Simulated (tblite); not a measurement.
C7H9O2P.
Structure used (GFN2-xTB), in Å, numbered top down from 1:
```xyz
19
C7H9O2P angstrom
C      0.1713    0.0709    2.7833
C      0.0315    0.3736    1.6279
P     -0.2353    0.9375   -0.0218
C     -1.3253   -0.4670   -0.6145
C     -2.6628   -0.4004    0.0365
C     -3.7864   -0.1265   -0.6011
C      1.3627    0.2552   -0.6813
O      1.4696   -0.5393   -1.5759
O      2.3635    0.8445   -0.0404
C      3.6860    0.4816   -0.4255
H      0.3071   -0.2246    3.7828
H     -0.8217   -1.4102   -0.3819
H     -1.4106   -0.3691   -1.6994
H     -2.6669   -0.5818    1.1041
H     -4.7343   -0.0848   -0.0930
H     -3.8032    0.0612   -1.6623
H      3.8525   -0.5807   -0.2368
H      3.8376    0.6817   -1.4878
H      4.3551    1.0875    0.1798
```

Calculated harmonic vibrations of the isolated species, GFN2-xTB (tblite), most abundant isotopes, no scaling. Errors from tens to a few hundred cm⁻¹ against measured bands are possible. One conformer, not necessarily the lowest.

Harmonic wavenumbers (cm⁻¹): 28.6, 37.8, 43.1, 61.6, 79.7, 104.6, 130.8, 178.8, 214.7, 239.4, 295.7, 329.1, 341.4, 415.7, 457.0, 592.3, 613.6, 643.6, 665.6, 681.2, 750.8, 793.8, 836.4, 895.4, 949.2, 978.8, 1016.4, 1055.2, 1115.6, 1119.2, 1154.8, 1163.1, 1186.1, 1289.3, 1382.0, 1401.4, 1424.8, 1440.5, 1457.9, 1708.7, 1759.4, 2193.2, 2934.7, 2968.9, 2982.2, 2991.6, 3047.0, 3051.8, 3100.6, 3130.1, 3368.1.

A = 2046, B = 692.3, C = 563.0 MHz; mass 156.034 u (most abundant isotopes); point group C1, symmetry number 1.

Task: What is the zero-point energy?

Result: ½Σν̃ = 30401 cm⁻¹ = 363.67 kJ/mol.

Task: Give the ideal-gas entropy at 200 K and 1 bar in the rigid-rotor, harmonic-oscillator model (classical rotation).

Result: Translation 163.54, rotation 122.12, vibration 139.42: S = 425.1 J/(mol K).

Task: And Cp and H(200 K) − H(0)?

Result: Cp = 149.32 J/(mol K), of which vibrations give 116.06 (their classical limit is 51 R = 424.0); H(200 K) − H(0) = 20.13 kJ/mol without the zero-point energy, 13.48 from vibrations.

Task: Blend soft modes into free rotors: weight 1/[1 + (100 cm⁻¹/ν̃)⁴] for the oscillator and the rest for a rotor with moment μB/(μ + B), μ = h/(8π²ν), B = 10⁻⁴⁴ kg m². What vibrational entropy results?

Result: 120.76 J/(mol K) in place of 139.42, which changes −T·S at 200 K by +3.73 kJ/mol.

Task: How do the functions run with temperature in this model?

Result: 
```csv
T (K),S (J/(mol K)),Cp (J/(mol K)),H − H(0) (kJ/mol),G − H(0) (kJ/mol),ln q(vib)
50,275.5,77.5,2.75,-11.02,1.71
100,338.3,105.3,7.36,-26.47,4.25
298.15,492.4,190.5,36.83,-110.00,12.42
373.15,538.4,219.6,52.23,-148.68,15.07
500,608.7,260.9,82.81,-221.52,19.26
750,726.0,317.6,155.67,-388.87,26.72
1000,822.8,354.7,240.00,-582.83,33.30
```

q(vib) and H(0) count from the zero-point level.

Hindered rotation and anharmonicity are outside this model. Other conformers, if any are populated, would add a mixing term that is left out. The structure is chiral; the term R ln 2 for an equal mix with its mirror image is left out.
